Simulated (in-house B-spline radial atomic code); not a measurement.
**Ionising Ir8+ with different functionals**

Computed with a radial B-spline atomic code at the basis-set limit: scalar-relativistic (spin-free X2C) Hamiltonian, Fermi nucleus of rms radius 5.4032 fm, spin-polarised at highest spin, spherical fractional occupations for the functionals, the average over the highest-spin determinants for Hartree-Fock. The ionisation energy is the difference of two self-consistent energies, [Xe] 4f14 5d1 → [Xe] 4f14, without Breit or QED terms; ε is the level of the shell that loses the electron (its least bound occupied spin orbital). There is no spin-orbit coupling in this Hamiltonian.

Hybrids are left out here: with spherical fractional occupations of an open shell their exact exchange keeps a self-interaction that integer-occupation calculations don't have.

```json
{"method": "Hartree-Fock", "rung": "Hartree-Fock", "ΔSCF (eV)": "120.61", "-ε(5d) (eV)": "121.03"}
{"method": "LDA VWN5", "rung": "LDA", "ΔSCF (eV)": "122.07", "-ε(5d) (eV)": "113.72"}
{"method": "LDA PW92", "rung": "LDA", "ΔSCF (eV)": "122.06", "-ε(5d) (eV)": "113.71"}
{"method": "LDA exchange-only", "rung": "LDA", "ΔSCF (eV)": "120.34", "-ε(5d) (eV)": "112.06"}
{"method": "PBE", "rung": "GGA", "ΔSCF (eV)": "121.70", "-ε(5d) (eV)": "113.40"}
{"method": "PBEsol", "rung": "GGA", "ΔSCF (eV)": "121.74", "-ε(5d) (eV)": "113.43"}
{"method": "BLYP", "rung": "GGA", "ΔSCF (eV)": "121.66", "-ε(5d) (eV)": "113.31"}
{"method": "RPBE", "rung": "GGA", "ΔSCF (eV)": "121.62", "-ε(5d) (eV)": "113.32"}
{"method": "PW91", "rung": "GGA", "ΔSCF (eV)": "121.83", "-ε(5d) (eV)": "113.51"}
{"method": "BP86", "rung": "GGA", "ΔSCF (eV)": "121.75", "-ε(5d) (eV)": "113.45"}
{"method": "AM05", "rung": "GGA", "ΔSCF (eV)": "121.76", "-ε(5d) (eV)": "113.45"}
{"method": "OLYP", "rung": "GGA", "ΔSCF (eV)": "122.05", "-ε(5d) (eV)": "113.74"}
{"method": "TPSS", "rung": "meta-GGA", "ΔSCF (eV)": "121.56", "-ε(5d) (eV)": "113.27"}
{"method": "SCAN", "rung": "meta-GGA", "ΔSCF (eV)": "121.38", "-ε(5d) (eV)": "113.25"}
{"method": "r2SCAN", "rung": "meta-GGA", "ΔSCF (eV)": "121.29", "-ε(5d) (eV)": "113.21"}
{"method": "revTPSS", "rung": "meta-GGA", "ΔSCF (eV)": "121.56", "-ε(5d) (eV)": "113.28"}
```

Question: How do they compare with the NIST value?

Answer: NIST lists 122.7 eV ± 0.9 (semi-empirical, ground level to ground level). Errors run from -2.36 to -0.63 eV; LDA VWN5 is closest (-0.63 eV), though others lie within the uncertainty of it, and part of that can be cancellation, since the calculations leave out spin-orbit coupling, Breit-QED terms, multiplet and fine-structure energies. Hartree-Fock also lacks correlation.
